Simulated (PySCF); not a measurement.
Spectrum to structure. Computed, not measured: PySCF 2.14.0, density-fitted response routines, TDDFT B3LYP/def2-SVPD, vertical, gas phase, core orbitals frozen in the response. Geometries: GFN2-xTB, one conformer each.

```tsv
state	E (eV)	f
S1	3.90	0.0000
S2	4.01	0.0001
S3	4.01	0.0003
S4	6.10	0.0000
S5	6.27	0.0002
S6	6.28	0.0045
S7	6.55	2.333
S8	6.70	0.0004
```

Orbital energies (eV): HOMO-3 -9.77, HOMO-2 -9.75, HOMO-1 -7.54, HOMO -7.53, LUMO -2.25, LUMO+1 -2.24, LUMO+2 -0.05.

Question: Which candidate is it? All have the formula C7H5N.
A. `CCC#CC#CC#N`
B. `C#Cc1ccncc1`
C. `C#Cc1cccnc1`
D. `C#C/C=C(/C#N)C=C`

Answer: A. Its S1, at 3.90 eV, is the lowest among the candidates; the nearest of the others has S1 at 4.35 eV. S1 is HOMO→LUMO (56%), HOMO-1→LUMO+1 (43%). Löwdin shares by element: HOMO (one of a set within 0.03 eV) carbon 72% or more (atoms not listed hold the other 28%); LUMO (one of a set within 0.03 eV) carbon 52% or more, nitrogen 16% (atoms not listed hold the other 32%). At the same level the other candidates give, for their lowest levels:
- `C#Cc1cccnc1`: 4.47 eV (f 0.001); 4.82 eV (f 0.003); 5.01 eV (f 0.123); 5.27 eV (f 0.203); 5.44 eV (f 0.000); T1 3.60 eV; HOMO -7.05, LUMO -1.59 eV
- `C#Cc1ccncc1`: 4.35 eV (f 0.002); 5.04 eV (f 0.000); 5.11 eV (f 0.025); 5.16 eV (f 0.000); 5.28 eV (f 0.269); T1 3.71 eV; HOMO -7.32, LUMO -1.80 eV
- `C#C/C=C(/C#N)C=C`: 4.39 eV (f 0.530); 4.51 eV (f 0.000); 5.33 eV (f 0.031); 5.84 eV (f 0.000); 5.87 eV (f 0.000); T1 2.43 eV; HOMO -7.04, LUMO -2.74 eV
Triplets come from the Tamm–Dancoff approximation.
